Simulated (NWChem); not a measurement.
Molecule: C$_{2}$H$_{5}$BO$_{3}$; SMILES OC(B(C)O)=O

```xyz
11

C     -1.2031     1.6996    -0.0015
B      0.0691     0.7996    -0.0021
O      1.3201     1.2853    -0.0046
C      0.0582    -0.8250     0.0001
O      1.1028    -1.4427     0.0053
O     -1.1274    -1.4351    -0.0043
H     -0.9681     2.7730    -0.0065
H     -1.8336     1.4649    -0.8760
H     -1.8288     1.4718     0.8783
H      1.9397     0.5337    -0.0034
H     -0.9579    -2.3927    -0.0025
```
Atoms are numbered in this order, from 1.

Level: PBE0/def2-SVP (NWChem), optimised geometry, unscaled harmonic frequencies. 

Task: List the harmonic frequencies with IR intensities, and the thermochemistry.

Result: 
| frequency (cm⁻¹) | IR intensity (km/mol) |
|---|---|
| 64 | 0.0 |
| 92 | 1.9 |
| 176 | 2.7 |
| 308 | 0.6 |
| 310 | 18.2 |
| 440 | 17.8 |
| 543 | 24.0 |
| 568 | 0.8 |
| 728 | 30.5 |
| 739 | 184.3 |
| 833 | 72.9 |
| 844 | 6.8 |
| 885 | 5.1 |
| 1009 | 84.1 |
| 1201 | 410.8 |
| 1241 | 21.3 |
| 1315 | 82.0 |
| 1399 | 32.1 |
| 1426 | 8.1 |
| 1436 | 96.9 |
| 1489 | 111.0 |
| 1833 | 227.8 |
| 3054 | 0.0 |
| 3133 | 2.0 |
| 3179 | 7.5 |
| 3725 | 122.4 |
| 3759 | 58.3 |

```json
{
  "zero_point_energy": "51.1 kcal/mol",
  "thermal correction to the enthalpy at 298.15 K (with zero-point energy)": "56.0 kcal/mol",
  "heat capacity Cv": "23.2 cal/(mol K)",
  "entropy at 298.15 K and 1 atm (symmetry number 1)": "82.3 cal/(mol K)",
  "dipole_moment": "1.44 D"
}
```

Rigid rotor and harmonic oscillator; modes under 100 cm⁻¹ make the entropy uncertain.
